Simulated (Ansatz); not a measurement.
`O=C(O)[SeH]` + H₂ → `O=CO` + H₂Se at 500 K and 1 bar (hydrogenolysis of a C–Se bond).

Program: Ansatz. Geometries: PBE0-D4/def2-TZVP. ΔE: electronic, gas phase. CCSD(T)/CBS adds triple-zeta CCSD(T) − MP2 to the extrapolated MP2 energy (def2 sets, frozen cores). This one scheme is used for every species. For Se outer-core shells are correlated without core-valence functions, which leaves a few kJ/mol of doubt a bond. Scalar relativity is left out up to krypton. Each species was taken in one conformer, which may not be the lowest.

```csv
species,CCSD(T)/CBS energy (Eh),H − E (kJ/mol),S (J/(mol·K))
`O=C(O)[SeH]`,-2590.30840,115.8,340.5
H₂,-1.17544,41.0,145.5
`O=CO`,-189.60296,110.7,274.8
H₂Se,-2401.89790,53.1,237.8
```

H − E and S are ideal-gas, rigid-rotor, harmonic terms from PBE0-D4/def2-TZVP, for one conformer and one mirror image of each species. The MP2-based limit puts H₂ 0.8 mEh under its directly extrapolated value; such offsets cancel only in part. 1 Eh = 2625.50 kJ/mol, R = 8.31446 J/(mol·K).

Problem. By hand: ΔE, ΔH, ΔS and ΔG.

Solution. ΔE = (-189.60296) + (-2401.89790) − (-2590.30840) − (-1.17544) = -0.01702 Eh = -44.7 kJ/mol. Δ(H − E) = 110.7 + 53.1 − 115.8 − 41.0 = 7.0, so ΔH = -37.7 kJ/mol. ΔS = 274.8 + 237.8 − 340.5 − 145.5 = 26.6 J/(mol·K). ΔG = -37.7 − 500 × (26.6)/1000 = -51.0 kJ/mol.

Problem. By hand: the equilibrium constant, and the temperature at which ΔG would vanish if ΔH and ΔS stayed fixed.

Solution. log₁₀ K = −ΔG/(RT ln 10) = 5.3. ΔH and −TΔS have one sign here, so there is no such temperature.

TΔS isn't small against ΔH here. A doubt of 5 kJ/mol in ΔE shifts log₁₀ K by 0.5 here. Other conformers and mirror images would add mixing entropy, several J/(mol·K) or more a flexible species. These are equilibria of isolated gas molecules and say nothing of rates. Largest T1 diagnostic: 0.016 (customary marks: 0.02 for closed shells, 0.045 for open ones).
